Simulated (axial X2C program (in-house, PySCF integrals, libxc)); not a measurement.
# Spin–orbit effects along a row: molecules with Se, PBE0

All values come from calculations with an in-house all-electron X2C program for linear molecules (integrals from PySCF), spin-free (one-electron X2C) or two-component (2c: spin–orbit coupling with atomic mean-field Coulomb and Gaunt terms, which also bring small scalar terms), in Dyall basis sets with cores contracted in-house; open shells are unrestricted.

Basis sets: Br dyall-cv3z, Cr dyall-cv3z, Ge dyall-v3z, K dyall-cv3z, Sc dyall-cv3z, Se dyall-cv3z, Se dyall-v3z.

```
molecule   spin-free state  Re (Å)  ωe (cm⁻¹)  De (eV)  2c state  Re 2c (Å)  ωe 2c (cm⁻¹)  De 2c (eV)
     KSe  M_S = 1/2, Λ = 1   2.938      196.7     2.43   Ω = 3/2      2.939         196.2        2.47
    ScSe  M_S = 1/2, Λ = 0   2.252      437.8     4.38   Ω = 1/2      2.253         436.9        4.32
    CrSe    M_S = 2, Λ = 1   2.256      304.8     2.62     Ω = 1      2.264         300.8        2.64
    GeSe    M_S = 0, Λ = 0   2.134      413.2     5.05     Ω = 0      2.135         412.3         n/a
    SeBr  M_S = 1/2, Λ = 1   2.260      335.0     2.51   Ω = 3/2      2.262         333.7        2.48
```

Work out the shifts from the spin-free to the two-component result.



```json
{"molecule": "KSe", "2c state": "Ω = 3/2", "ΔRe (Å)": "0.001", "Δωe (cm⁻¹)": "-0.5", "ΔDe (eV)": "0.04"}
{"molecule": "ScSe", "2c state": "Ω = 1/2", "ΔRe (Å)": "0.001", "Δωe (cm⁻¹)": "-0.9", "ΔDe (eV)": "-0.06"}
{"molecule": "CrSe", "2c state": "Ω = 1", "ΔRe (Å)": "0.008", "Δωe (cm⁻¹)": "-4.0", "ΔDe (eV)": "0.02"}
{"molecule": "GeSe", "2c state": "Ω = 0", "ΔRe (Å)": "0.001", "Δωe (cm⁻¹)": "-0.9", "ΔDe (eV)": "n/a"}
{"molecule": "SeBr", "2c state": "Ω = 3/2", "ΔRe (Å)": "0.002", "Δωe (cm⁻¹)": "-1.3", "ΔDe (eV)": "-0.03"}
```

Shifts of one unit in the last digit are rounding.

Each entry is the lowest single determinant of a limited PBE0 search at one distance. De goes to single-determinant-based atoms at the same level (for ions the charge split of lowest energy) and is withheld (n/a) where an atom does not fit its ground term or J level. Main or longest-lived isotopes. One determinant is a doubtful description, or other states lie close, for KSe, CrSe; these need not be ground states, and all values refer to the states named. Some open-shell Ω = 0 determinants are out of reach, so the Ω given for CrSe need not be the lowest component. With several unpaired electrons the Ω given is that of one determinant, not necessarily of the lowest component. Some light 2c atoms are not at their ground J level, so De misses part of their lowering (0.04 eV or less). The functionals have no current term, which raises determinants with orbital currents.
